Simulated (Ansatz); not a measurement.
Ideal-gas functions of F3IZr, SMILES `[F][Zr]([F])([F])[I]` at 600 K and 1 bar, from an Ansatz frequency run at PBE0-D4/def2-TZVP.

Molar mass 275.12 g/mol, point group C3v (symmetry number 3), electronic degeneracy 1, moments of inertia 178.651, 703.372, 703.374 u Å². Harmonic wavenumbers (cm⁻¹, unscaled): 107, 107, 143, 169, 169, 261, 683, 691, 691.

Use S(trans) = R[1.5 ln M + 2.5 ln T − 1.1517]; rotational temperatures θ = 24.2544 K / I; S(rot) = R[ln(√π/σ · √(T³/θAθBθC)) + 1.5]; for each mode x = 1.438777 ν̃/T, S = R[x/(eˣ − 1) − ln(1 − e⁻ˣ)] and H = RT x/(eˣ − 1); 1 cm⁻¹ = 0.0119627 kJ/mol; R = 8.31446 J/(mol·K).

Q: By hand: the entropy, in J/(mol·K).

A: Translation 193.4. Rotation: θ = 0.1358, 0.0345, 0.0345 K, giving 124.2. Vibration, mode by mode: 19.65, 19.65, 17.25, 15.88, 15.88, 12.35, 5.08, 5.01, 5.01, in all 115.8. Electronic 0.0. Sum 433.4 J/(mol·K).

Q: By hand: H − E and G − E in kJ/mol, counted from the electronic energy.

A: Zero-point energy ½ × 3021 × 0.0119627 = 18.1; thermal vibration 30.5; translation, rotation and pV give 4 RT = 20.0. H − E = 68.6 kJ/mol, and G − E = 68.6 − 600 × 433.4/1000 = -191.4 kJ/mol.

Vibration gives 27 % of the entropy, 56.5 J/(mol·K) of it from the modes under 150 cm⁻¹: soft modes count most, and the harmonic formula is weakest for them.
